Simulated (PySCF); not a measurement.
**Correlation energy of Ar+ (argon, charge +1)**

[Ne] 3s1 3p5 3d1, one real determinant (an excited configuration). Calculation: PySCF 2.14, in aug-cc-pwCVDZ; the non-relativistic Hamiltonian (point nucleus). Frozen: 1s2; 15 electrons correlated.

| level | correlation energy (mhartree) |
| --- | --- |
| CCSD | -368.56 |
| (T) | -30.83 |
| CCSD(T) | -399.39 |

Diagnostics: T1 = 0.020, D1 = 0.1060, largest double amplitude 0.399.

The real determinant used has ⟨L²⟩ near 8 against 12 for a pure F term, so it mixes terms. The outer electron is Rydberg-like, and this basis confines it to a smaller radius and binds it less than a complete one would. A double-excitation amplitude exceeds 0.15, a sign of near-degeneracy.

Cost of the coupled-cluster step: of the order of 6 core-seconds, for 15 correlated electrons.

The reference is one real determinant that mixes LS terms of this configuration.
